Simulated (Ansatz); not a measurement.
The same hydrogenolysis along the group B, Al, Ga, In.

Computed with Ansatz on PBE0-D4/def2-TZVP structures; ΔE is electronic, products minus reactants. CBS: MP2 limit from def2 TZ/QZ plus the TZ coupled-cluster correction, frozen cores. This one scheme is used for every species. DFT in def2-TZVPP. Elements past krypton have def2 core potentials. For Ga, In, Se outer-core shells are correlated without core-valence functions, which leaves a few kJ/mol of doubt a bond. Scalar relativity is left out up to krypton. One conformer a species, not always the lowest.

```csv
reaction,RPA@PBE/def2-TZVPP (kJ/mol),MP2/CBS(def2) (kJ/mol),PBE0-D4 (kJ/mol),CCSD(T)/CBS(def2) (kJ/mol)
`FB(Cl)[SeH]` + H₂ → `FB[SeH]` + HCl,54,69,63,60
`[F][Al]([Cl])[SeH]` + H₂ → `[F][AlH][SeH]` + HCl,128,149,136,140
`[F][Ga]([Cl])[SeH]` + H₂ → `[F][GaH][SeH]` + HCl,85,99,89,90
`[F][In]([Cl])[SeH]` + H₂ → `[F][InH][SeH]` + HCl,77,96,81,87
```

Largest T1 diagnostic: 0.014, for `[F][InH][SeH]`.
